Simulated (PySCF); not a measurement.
How the numbers were obtained: geometry: GFN2-xTB, NMR shieldings at PBE0/pcSseg-1/GIAO, in PySCF 2.14 (one conformer, non-relativistic Hamiltonian, averaged over atoms made equivalent by symmetry, fast rotation or ring inversion, in vacuum).

Scale: TMS for ¹H (σ = 31.72 ppm), ¹³C (σ = 186.93 ppm) (reference shieldings calculated alike). Shifts are as computed. Against solution values, carbons near 30 ppm lie about +3 ppm off and those near 130 ppm about +5 ppm. Of 1211 compounds with measured shifts, 218 miss one by over three times the rms of a fit or turn the order of signals round; such compounds aren't used in these exercises.

(1) Order these molecules by the shift of their most deshielded carbon, lowest δ first.
A. COC(=O)c1ccccc1
B. Cc1coc([Si](C)(C)C)p1
C. CC(C)[Si@@]1(C)C[C@@H]1C
D. C#CC=C=CC#N

(2) Order these molecules by the shift of their most deshielded carbon-bound hydrogen, lowest δ first.
A. CC(C)[Si@@]1(C)C[C@@H]1C
B. C#CC=C=CC#N
C. COC(=O)c1ccccc1

(3) How many ¹³C and ¹H signals does each give (equivalence by symmetry and fast rotation, but not about amide C–N or C=N bonds)? `CC(C)[Si@@]1(C)C[C@@H]1C`, `C#CC=C=CC#N`, `COC(=O)c1ccccc1`, `Cc1coc([Si](C)(C)C)p1`

## Answers

(1) C (22.7 ppm, methyl carbon), A (173.2 ppm, ester carbonyl carbon), B (217.9 ppm, substituted aromatic carbon next to the ring oxygen), D (245.2 ppm, central carbon of an allene).

(2) A (1.23 ppm, hydrogen on a methyl carbon), B (6.12 ppm, hydrogen on a terminal carbon of a cumulated C=C=C unit), C (8.54 ppm, hydrogen on an aromatic CH).

(3) CC(C)[Si@@]1(C)C[C@@H]1C: 7 C, 8 H; C#CC=C=CC#N: 6 C, 3 H; COC(=O)c1ccccc1: 6 C, 4 H; Cc1coc([Si](C)(C)C)p1: 5 C, 3 H.
